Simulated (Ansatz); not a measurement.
`C#C[SiH](O)F` → `[OH]`• + `C#C[SiH]F`• at 600 K and 1 bar (homolysis of the O–Si bond).

Calculated with Ansatz (gas phase, PBE0-D4/def2-TZVP geometries, no zero-point term in ΔE). CCSD(T)/CBS is the MP2 limit (def2-TZVPP, def2-QZVPP) plus CCSD(T) − MP2 in def2-TZVPP, frozen cores. This one scheme is used for every species. Open shells (•) are unrestricted, without spin–orbit coupling. One conformer a species, not always the lowest.

| species | CCSD(T)/CBS energy (Eh) | H − E (kJ/mol) | S (J/(mol·K)) |
| --- | --- | --- | --- |
| `C#C[SiH](O)F` | -542.02392 | 174.3 | 408.0 |
| `[OH]`• | -75.67771 | 39.9 | 204.4 |
| `C#C[SiH]F`• | -466.12403 | 119.8 | 363.5 |

H − E and S are ideal-gas, rigid-rotor, harmonic terms from PBE0-D4/def2-TZVP, for one conformer and one mirror image of each species, with the whole ground term of open shells counted as degenerate. 1 Eh = 2625.50 kJ/mol, R = 8.31446 J/(mol·K).

Task: By hand: ΔE, ΔH, ΔS and ΔG.

Result: ΔE = (-75.67771) + (-466.12403) − (-542.02392) = 0.22218 Eh = 583.3 kJ/mol. Δ(H − E) = 39.9 + 119.8 − 174.3 = -14.6, so ΔH = 568.7 kJ/mol. ΔS = 204.4 + 363.5 − 408.0 = 159.9 J/(mol·K). ΔG = 568.7 − 600 × (159.9)/1000 = 472.8 kJ/mol.

Task: By hand: the equilibrium constant, and the temperature at which ΔG would vanish if ΔH and ΔS stayed fixed.

Result: log₁₀ K = −ΔG/(RT ln 10) = -41.2. ΔG = 0 at ΔH/ΔS = 3557 K, far beyond where these terms or the molecules hold.

The number of gas molecules changes by +1, which sets the sign of ΔS. A doubt of 5 kJ/mol in ΔE shifts log₁₀ K by 0.4 here. Other conformers and mirror images would add mixing entropy, several J/(mol·K) or more a flexible species. These are equilibria of isolated gas molecules and say nothing of rates. Largest T1 diagnostic: 0.024 (customary marks: 0.02 for closed shells, 0.045 for open ones).
